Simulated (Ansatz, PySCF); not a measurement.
The pair A = CH4 (SMILES C) (first 5 atoms), B = CH6Si (SMILES C[SiH3]); geometry from B3LYP-D3(BJ)/def2-TZVP.
(charge 0, multiplicity 1):
```xyz
13

C     -0.0874     0.0124     0.3210
H     -0.3336    -0.4011    -0.6560
H      0.5725    -0.6746     0.8487
H      0.4121     0.9719     0.1923
H     -1.0019     0.1511     0.8959
C      0.5834     1.1393     3.9760
Si    -0.2198    -0.5407     4.1992
H      0.6705     1.3904     2.9182
H      1.5842     1.1518     4.4115
H     -0.0060     1.9188     4.4625
H     -1.5810    -0.5546     3.6106
H     -0.3337    -0.8755     5.6402
H      0.5833    -1.5986     3.5393
```

Frozen-core correlation.

Run with Ansatz (Gaussian basis) for Hartree–Fock, density functionals and correlated methods; PySCF for the dispersion terms. Values without a source in brackets are computed.

The monomers are drawn apart, rigid, along the line of their centres of mass. Counterpoise-corrected interaction energies (kcal/mol):

```tsv
level	R = 5.377 Å	R = 6.945 Å
PBE-D3(BJ)/def2-TZVPPD	-0.3114	-0.0533
wB97M-V/def2-TZVPPD	-0.2362	-0.0460
CCSD(T)/aug-cc-pV(D+d)Z	-0.2199	-0.0446
```

**Question.** R is the distance of the centres of mass. Find the local exponent m of E ∝ R⁻ᵐ between the two points.

**Answer.** 
m = ln(E₁/E₂)/ln(R₂/R₁): PBE-D3(BJ)/def2-TZVPPD 6.9; wB97M-V/def2-TZVPPD 6.4; CCSD(T)/aug-cc-pV(D+d)Z 6.2. For scale, two fixed dipoles give m = 3, dipole and quadrupole 4, quadrupoles 5, and dispersion or dipole-induced dipole 6 at long range; at these distances several terms mix, and what is left of overlap and damping shifts m, so it need not match one of them.

Ansatz is a quantum-chemistry and plane-wave program.
